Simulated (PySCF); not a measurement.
Bonds (- single, = double, # triple, : aromatic): O1-Si2, Si2-O3, O3-Si4, Si4-C5, C5=C6, C6-Si7, Si7-N8, N8-Si4. O1 carries H9; Si2 carries H10, H11; Si4 carries H12; C5 carries H13; C6 carries H14; Si7 carries H15, H16; N8 carries H17. Stereochemistry as in O[SiH2]O[Si@@H]1C=C[SiH2]N1. H16 is cis to O3 on the ring; H10 is pro-R; H11 is pro-S; H15 is trans to O3 on the ring.

PySCF 2.14.0 with density-fitted response routines calculation with GFN2-xTB geometry and σ from GIAO-PBE0/pcSseg-1; non-relativistic, one computed conformer, isolated molecule.

Predict the 2D correlation tables (HSQC, COSY, HMBC).

Results:



HSQC (one-bond C–H):
| δH | δC |
| --- | --- |
| 7.50 (H13) | 159.2 (C5) |
| 7.49 (H14) | 156.1 (C6) |

COSY cross peaks (H two or three bonds apart, from the bond graph; peaks can be absent where the dihedral angle is near 90°):
| δH | δH |
| --- | --- |
| 7.50 (H13) | 7.49 (H14) |
| 7.50 (H13) | 5.48 (H12) |
| 7.49 (H14) | 5.29 (H16) |
| 7.49 (H14) | 5.17 (H15) |
| 5.29 (H16) | 5.17 (H15) |
| 5.16 (H10) | 5.15 (H11) |

HMBC (two and three bonds, from the bond graph):
| δH | δC |
| --- | --- |
| 7.50 (H13) | 156.1 (C6) |
| 7.49 (H14) | 159.2 (C5) |
| 5.48 (H12) | 159.2 (C5), 156.1 (C6) |
| 5.29 (H16) | 159.2 (C5), 156.1 (C6) |
| 5.17 (H15) | 159.2 (C5), 156.1 (C6) |

Shifts are taken against calculated references (same method and geometry level): ¹H, ¹³C against TMS.

The OH or NH signal is concentration- and solvent-dependent in practice; the value given is the gas-phase one. Shifts are as computed. Against solution values, carbons near 30 ppm lie about +3 ppm off and those near 130 ppm about +5 ppm. Of 1309 compounds with measured shifts, 239 miss one by over three times the rms of a fit or turn the order of signals round; such compounds aren't used in these exercises.
